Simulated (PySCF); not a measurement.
Species: C5H7Cl2 (charge +1).
Numbering: `[CH3:1][CH+:2]/[CH:3]=[CH:4]\[CH:5]([Cl:6])[Cl:7]` (hydrogens: H8, H9, H10 on C1; H11 on C2; H12 on C3; H13 on C4; H14 on C5)

Structure used (GFN2-xTB), in Å, numbered top down from 1:
```
atom  x, y, z in Å
C1     2.408    0.026   -0.024
C2     0.976   -0.037   -0.235
C3     0.047    0.212    0.747
C4    -1.333    0.230    0.582
C5    -2.102   -0.063   -0.637
Cl6   -3.618    0.791   -0.841
Cl7   -2.331   -1.753    0.062
H8     2.684    0.303    0.989
H9     2.857    0.719   -0.743
H10    2.860   -0.938   -0.282
H11    0.645   -0.292   -1.235
H12    0.415    0.427    1.743
H13   -1.936    0.522    1.436
H14   -1.573   -0.147   -1.585
```

Method: PySCF, TDDFT PBE0/def2-SVPD, vertical, gas phase, core orbitals frozen in the response.

Transition dipole moments from the ground state, in atomic units and in the frame of the coordinates above (overall signs are arbitrary), for the states with f of 0.002 or more among the lowest 6:

```
state  E (eV)      μx      μy      μz
   S1   3.664  -0.375  -0.009  -0.006
   S2   3.766   0.225   0.208  -0.046
   S3   4.228  -0.964  -0.247   0.101
   S4   4.455   1.722   0.355  -0.008
   S5   5.368   0.124   0.079  -0.067
   S6   5.782  -0.944   0.261   0.241
```

Question: Work out the oscillator strengths.

Answer: f = (2/3) ΔE |μ|² with ΔE in hartree (27.2114 eV).

```json
{"state": "S1", "|μ|² (au)": "0.141", "|μ| (D)": "0.95", "f": "0.013"}
{"state": "S2", "|μ|² (au)": "0.096", "|μ| (D)": "0.79", "f": "0.009"}
{"state": "S3", "|μ|² (au)": "1.000", "|μ| (D)": "2.54", "f": "0.104"}
{"state": "S4", "|μ|² (au)": "3.091", "|μ| (D)": "4.47", "f": "0.337"}
{"state": "S5", "|μ|² (au)": "0.026", "|μ| (D)": "0.41", "f": "0.003"}
{"state": "S6", "|μ|² (au)": "1.017", "|μ| (D)": "2.56", "f": "0.144"}
```

Question: What angle do the transition dipoles of S3 and S6 make?

Answer: |cos θ| = |μa·μb| / (|μa| |μb|) = 0.86, so θ ≈ 30° (taken between 0 and 90°, since the signs are arbitrary).

Question: How is the summed strength of these states shared among x, y and z?

Answer: (2/3) Σ ΔE μα² gives 0.565 for x, 0.035 for y and 0.010 for z, 0.610 in all.

Question: What peak molar absorption coefficient would the strongest computed level give as a lone Gaussian band 0.3 eV wide at half height?

Answer: ε(max) = 2.175×10⁸ f / FWHM, with the width in cm⁻¹. S4: 2.175×10⁸ × 0.3374 / 2420 ≈ 30000 L mol⁻¹ cm⁻¹.

One conformer stands for the species.
